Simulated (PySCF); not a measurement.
**Radial density of Rh (rhodium, neutral)**

PBEsol, [Kr] 4d8 5p1, one real determinant (an excited configuration). Computed with PySCF 2.14 in def2-TZVPPD with the def2 core potential (28 electrons), with scalar relativity through the core potential. This is the valence pseudo-density: the core potential removes the inner electrons and smooths the orbitals near the nucleus.

| r (bohr) | 4πr²ρ (e/bohr) | 4πr²(ρα − ρβ) |
| --- | --- | --- |
| 0.0359 | 1.016e-05 | 0.0000 |
| 0.0604 | 4.679e-05 | 0.0000 |
| 0.102 | 0.0003498 | 0.0000 |
| 0.171 | 0.004243 | 0.0006 |
| 0.288 | 0.07979 | 0.0097 |
| 0.484 | 2.029 | 0.1590 |
| 0.814 | 13.66 | 1.0591 |
| 1.37 | 9.952 | 1.3365 |
| 2.30 | 2.025 | 0.5398 |
| 3.87 | 0.4141 | 0.2824 |
| 6.51 | 0.09803 | 0.0970 |
| 11.0 | 0.002079 | 0.0021 |

⟨L²⟩ = 14.02 against 20 for a pure G term, so this real determinant mixes terms. Energies and moments cover only the electrons outside the core potential.
